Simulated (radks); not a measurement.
Fractional charge and spin in the 5p shell of lutetium: the spin-up occupation runs from 2 to 3 and the spin-down occupation from 2 to 3; the fullest corner is Lu2+, [Kr] 4d10 4f14 5s2 6s(up 0.5, down 0.5) 5p(up 3, down 3). Method: scalar-relativistic Kohn-Sham, PBE, spin-polarised, spherical densities, finite nucleus; Fermi nuclear charge, rms radius of each element as measured or else 0.836 A^(1/3) + 0.57 fm; computed with a radial shooting solver on a logarithmic mesh with Libxc functionals. Energy (eV) above the fullest corner. The planes named below are the two flat planes that join the four corners, with an edge along up + down = one added electron.

down \ up,2,2.25,2.5,2.75,3
2,126.534,107.422,89.238,71.974,55.621
2.25,107.422,89.301,72.097,55.802,40.406
2.5,89.238,72.097,55.863,40.524,26.071
2.75,71.974,55.802,40.524,26.129,12.607
3,55.621,40.406,26.071,12.607,0.000

Corners above the fullest one (they belong to Lu3+ and the next ion): (up 3, down 2) 55.621 eV, (up 2, down 3) 55.621 eV, (up 2, down 2) 126.53 eV. With half an added electron in each spin the energy lies 0.241 eV from the planes, and with half an added electron in spin up alone -1.840 eV. The planes are only a guide here: the flat-plane condition holds for ground states with one frontier orbital, while this shell lies below other occupied shells, so the corners above the fullest one are inner-hole states and not the ground states of those ions.
